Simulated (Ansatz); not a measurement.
Input file for CH7BSi2 (`B1[SiH2]C[SiH2]1`):

```yaml
crystal:
  periodic: [false, false, false]
  atoms:
    - {symbol: B, position_ang: [-0.399721, 0.934219, -1.226910]}
    - {symbol: Si, position_ang: [-0.003529, 1.131185, 0.752324]}
    - {symbol: C, position_ang: [0.690191, -0.638452, 0.762129]}
    - {symbol: Si, position_ang: [-0.266804, -1.049903, -0.827839]}
    - {symbol: H, position_ang: [-0.529944, 1.638201, -2.177142]}
    - {symbol: H, position_ang: [-1.310010, 1.167405, 1.476525]}
    - {symbol: H, position_ang: [0.869163, 2.203029, 1.313019]}
    - {symbol: H, position_ang: [0.529946, -1.257806, 1.643918]}
    - {symbol: H, position_ang: [1.763522, -0.611880, 0.546243]}
    - {symbol: H, position_ang: [0.358829, -2.034077, -1.757798]}
    - {symbol: H, position_ang: [-1.636141, -1.538922, -0.483869]}
basis:
  gaussian: {orbitals: def2-TZVPP}
correlation: {method: ccsd_t}
output: {orbitals: {seedname: orbitals}}
```

```sh
$ ansatz run in.yaml --threads 2 --pin off --events-out ev --progress --plain --max-ram 4352MiB
```

The program prints (abridged):

```
Functional definition: HF
1387 factors; integrals over basis functions are off by at most 8.6e-4 eV
mean field evaluation 1: about -17533.7436 eV, gradient 3.0e1 eV
mean field evaluation 2: about -17533.9881 eV, gradient 3.0e1 eV
mean field evaluation 4: about -17537.0721 eV, gradient 3.8e0 eV
mean field evaluation 8: about -17537.1438 eV, gradient 1.1e-1 eV
mean field -17537.14389630 eV, -644.4781510858 hartree, gradient 1.7e-6 eV, S^2 0.000000; 0 other end points of the search recorded, 0 dependent functions left out
12 core orbitals not correlated: weight in the atoms' cores, before any rotation towards them, 1.000 or more for the frozen orbitals, at most 0.000 for the correlated occupied ones
reference -17537.14389630 eV, -644.4781510858 hartree; 11, 11 occupied and 221, 221 virtual orbitals, 1387 factors
second order -13.94056721 eV of doubles, -0.00000000 eV of singles
cycle   1  -15.04708536 eV  change    -1.1e0 eV  update   9.2e-2
cycle   2  -15.53387317 eV  change   -4.9e-1 eV  update   3.0e-2
cycle   3  -15.59116223 eV  change   -5.7e-2 eV  update   1.2e-2
cycle   4  -15.58488092 eV  change    6.3e-3 eV  update   4.4e-3
cycle   5  -15.58392679 eV  change    9.5e-4 eV  update   1.9e-3
cycle   6  -15.58380144 eV  change    1.3e-4 eV  update   7.2e-4
cycle   7  -15.58380681 eV  change   -5.4e-6 eV  update   2.6e-4
cycle   8  -15.58392010 eV  change   -1.1e-4 eV  update   1.1e-4
cycle   9  -15.58392297 eV  change   -2.9e-6 eV  update   4.5e-5
cycle  10  -15.58390006 eV  change    2.3e-5 eV  update   2.3e-5
perturbative correction -0.63591446 eV, -0.0233694255 hartree
Total energy: -17553.36371082 eV, -645.0742182753 hartree
```

It took 8 min on 2 threads of an Arm Neoverse V2 on a shared host, with 1.9 GiB of host memory at the peak.

The correlation energy is -16.220 eV, 3.9 % of it from (T); the T1 diagnostic reads 0.0135.
